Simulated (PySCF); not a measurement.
Harmonic spectrum computed at PBE0 in the def2-TZVP basis family (core potentials from Rb on, PySCF, no spin–orbit coupling):

| ω (cm⁻¹) | IR (km/mol) |
| --- | --- |
| 528 | 213 |
| 529 | 212 |
| 1707 | 910 |
| 1818 | 0.0 |

Q: Which molecule gave it? In each, all ligands are bound to the one heavy central atom.
A. H₂O (singlet)
B. CuH₂ (doublet)
C. CoH₂ (quartet)
D. NdH₂ (quintet)
E. NiH₂ (triplet)

A: C. It has D∞h symmetry with Co–H 1.603 Å (×2).
